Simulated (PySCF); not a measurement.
C4H6BN.
SMILES with atom numbers: `[BH3-:1][N+:2]#[C:3][CH2:4][C:5]#[CH:6]` (hydrogens: H7, H8, H9 on B1; H10, H11 on C4; H12 on C6)

Theory: core-valence-separated Tamm–Dancoff BHandHLYP/aug-pcX-1 (pcseg-1 on H) in PySCF, non-relativistic, gas phase, PBE0-D3(BJ)/def2-SVP geometry.

Computed carbon K-edge spectrum, Gaussian lines of 0.4 eV full width, highest printed point 100; it ends one width below the last computed root. No shift to experiment was applied.

(photon energy (eV), absorption): (283.0, 0), (283.1, 2), (283.2, 7), (283.3, 18), (283.4, 35), (283.5, 56), (283.6, 76), (283.7, 93), (283.8, 100), (283.9, 88), (284.0, 64), (284.1, 46), (284.2, 48), (284.3, 66), (284.4, 79), (284.5, 70), (284.6, 44), (284.7, 20), (284.8, 7), (284.9, 2), (285.0, 0), (285.1, 0), (285.2, 0), (285.3, 0), (285.4, 0), (285.5, 0), (285.6, 0), (285.7, 0), (285.8, 0), (285.9, 0), (286.0, 0), (286.1, 1), (286.2, 3), (286.3, 5), (286.4, 8), (286.5, 11), (286.6, 13), (286.7, 13), (286.8, 11), (286.9, 8), (287.0, 7), (287.1, 9), (287.2, 13), (287.3, 14), (287.4, 11), (287.5, 8)

Question: Where are the maxima, and which lines make them up?

Answer: 4 maxima:
- 283.8 eV: C6 (terminal alkyne carbon), 283.76 eV, f = 0.067, 39 % of the height at the exact maximum; C5 (alkyne carbon), 283.84 eV, f = 0.050, 1s→π*, 29 % of the height at the exact maximum; C5 (alkyne carbon), 283.92 eV, f = 0.048, 21 % of the height at the exact maximum
- 284.4 eV: C3 (triply bonded carbon), 284.45 eV, f = 0.068, 50 % of the height at the exact maximum; C3 (triply bonded carbon), 284.38 eV, f = 0.067, 1s→π*, 49 % of the height at the exact maximum
- 286.6 eV: C5 (alkyne carbon), 286.67 eV, f = 0.014, 61 % of the height at the exact maximum; C6 (terminal alkyne carbon), 286.81 eV, f = 0.006, 17 % of the height at the exact maximum
- 287.3 eV: C4 (propargylic carbon), 287.30 eV, f = 0.013, 55 % of the height at the exact maximum; C4 (propargylic carbon), 287.26 eV, f = 0.009, 39 % of the height at the exact maximum

Further lines of some strength in the range: C6, 283.52 eV, f = 0.064; C6, 286.40 eV, f = 0.007.

Roots within 0.03 eV on the same or equivalent atoms count as one line; shares under 12 % aren't listed.

Vibrational structure and lifetime widths aren't in the curve. The ionisation threshold wasn't computed; near and above it a finite basis only mimics Rydberg series and continuum.

Hardware: one thread of an AMD EPYC 7R43, on a shared host. Cost: 18 s wall, 0.89 GiB resident at most.
